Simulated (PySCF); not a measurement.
Unknowns

PySCF 2.14.0 with density-fitted response routines calculation with coordinates at the GFN2-xTB level and shieldings: GIAO PBE0/pcSseg-1; gas phase, one averaged value for each set of equivalent atoms, non-relativistic Hamiltonian, one conformer.

Scale: 1H, 13C against TMS (reference shieldings calculated alike). Splittings of carbon signals by F and P are missing where no couplings were computed. Where no couplings were computed, multiplicities follow the n + 1 count of equivalent neighbours, and m marks all less simple cases (inequivalent or close neighbours, rings, F or P nearby). Shifts are as computed. Against solution values, carbons near 30 ppm lie about +3 ppm off and those near 130 ppm about +5 ppm; carbons on Cl a further +6 ppm. Of 1211 compounds with measured shifts, 218 miss one by over three times the rms of a fit or turn the order of signals round; such compounds aren't used in these exercises. Carbons bonded to Cl come out too deshielded.

(1) C$_{5}$H$_{4}$ClF$_{3}$O. 1H NMR (400 MHz, computed): δ 4.49 (m, 1H), 3.76 (m, 1H), 3.69 (m, 1H), 3.64 (m, 1H). 13C{1H} NMR (computed): δ 199.0 (C), 131.8 (C), 71.3 (CH), 62.2 (CH2), 47.9 (CH). What is it?

(2) C$_{8}$H$_{7}$F. 1H NMR (400 MHz, computed): δ 6.90 (m, 1H), 6.73 (m, 1H), 6.43 (m, 1H), 6.16 (m, 1H), 5.67 (m, 1H), 5.61 (m, 1H), 3.17 (s, 1H). 13C{1H} NMR (computed): δ 151.0, 145.7, 142.5, 132.7, 128.8, 128.2, 94.3, 82.0. Identify the compound.

Results:

(1) `O=C1C[C@@H](Cl)[C@H]1C(F)(F)F`. Rings plus π bonds: 2 (1 ring in the answer). 5 carbon signals for 5 carbons: no two carbons are equivalent. Carbon types of the structure: 2 × C, 2 × CH, 1 × CH2, which accounts for all hydrogens. δC 199.0: ketone carbonyl carbon; the double bond to the heteroatom, with no lone-pair donor beside it, deshields it most. δC 131.8: CF3 carbon; 3 electronegative neighbours deshield it. δC 71.3: sp3 CH α to a carbonyl. δC 62.2: sp3 CH2 α to a carbonyl.

The data come from this structure; uniqueness wasn't tested.

(2) `C#C/C(F)=C/C=C/C=C`. Rings plus π bonds: 5 (no ring in the answer). 8 carbon signals for 8 carbons: no two carbons are equivalent. Carbon types of the structure: 2 × C, 5 × CH, 1 × CH2, which accounts for all hydrogens. δC 151.0: fully substituted alkene carbon; as expected for a trigonal carbon in a double bond. δC 145.7, 142.5, 132.7, 128.8: alkene CH; as expected for a trigonal carbon in a double bond. δC 128.2: terminal =CH2 carbon; as expected for a trigonal carbon in a double bond. δC 82.0: alkyne carbon; the triple bond shields along its axis, which puts it between sp3 and sp2 carbons.

The data come from this structure; uniqueness wasn't tested.
